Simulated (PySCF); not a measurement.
SMILES C[Si](C)(C)[O][AlH2] (GFN2-xTB optimised geometry):

```
17

Al    -2.114    -0.113     0.000
H     -2.881     1.217     0.000
H     -2.883    -1.441    -0.007
O     -0.453    -0.113     0.000
Si     1.208    -0.119    -0.035
C      1.789     1.647     0.378
C      1.800    -1.377     1.268
C      1.722    -0.638    -1.795
H      2.871     1.722     0.346
H      1.465     1.946     1.371
H      1.385     2.369    -0.327
H      1.476    -1.094     2.265
H      2.883    -1.448     1.281
H      1.405    -2.369     1.066
H      1.341     0.059    -2.537
H      1.335    -1.622    -2.043
H      2.802    -0.672    -1.897
```

Computed with PBE0/def2-SVP run with PySCF.

Problem. What are the frontier orbital energies and the dipole moment?

Solution. HOMO-2 -8.45 eV, HOMO-1 -8.07 eV, HOMO -7.70 eV, LUMO -0.74 eV, LUMO+1 0.81 eV; dipole moment 0.95 D.

On the same geometry PBE/def2-SVP (PySCF 2.14.0) gives HOMO-2 -7.11 eV, HOMO-1 -6.72 eV, HOMO -6.32 eV, LUMO -1.52 eV, LUMO+1 0.00 eV; dipole moment 1.06 D.

Meta-Löwdin charges at PBE0/def2-SVP: Al1 0.74, H2 -0.18, H3 -0.18, O4 -0.81, Si5 1.09, C6 -0.57, C7 -0.57, C8 -0.57, H9 0.11, H10 0.11, H11 0.12, H12 0.11, H13 0.11, H14 0.12, H15 0.11, H16 0.11, H17 0.11.
